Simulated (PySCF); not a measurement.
Tc⁺ (technetium, charge +1) across methods

[Kr] 4d4 5s1 6s1, high-spin 7D determinant (an excited configuration). All numbers are calculated (PySCF 2.14, the non-relativistic Hamiltonian (point nucleus), in dyall-av2z (22s15p11d2f, 136 functions)).

| method | E (hartree) | mean ε 4d α (eV) | mean ε 5s α (eV) | mean ε 6s α (eV) | Σ⟨r²⟩ (bohr²) | ⟨S²⟩ |
| --- | --- | --- | --- | --- | --- | --- |
| r2SCAN | -4206.07 | -23.397 | -15.745 | -5.173 | 82.88 | 12.001 |
| BP86 | -4206.47 | -22.764 | -15.752 | -5.289 | 79.53 | 12.000 |
| LDA | -4201.50 | -22.819 | -15.982 | -5.251 | 80.89 | 12.000 |
| UHF | -4204.05805 | -29.782 | -18.396 | -6.126 | 90.94 | 12.002 |
| PBE | -4205.61 | -22.768 | -15.603 | -5.252 | 80.98 | 12.000 |
| revPBE | -4205.80 | -22.805 | -15.544 | -5.258 | 82.67 | 12.001 |

(1) Estimate the same row for PBE0.

A non-relativistic calculation at this Z misses sizeable relativistic shifts. The outer electron is Rydberg-like, and this basis confines it to a smaller radius and binds it less than a complete one would.

Answers

(1) E (hartree) = -4205.74; mean ε 4d α (eV) = -24.725; mean ε 5s α (eV) = -16.388; mean ε 6s α (eV) = -5.546; Σ⟨r²⟩ (bohr²) = 82.80; ⟨S²⟩ = 12.001.
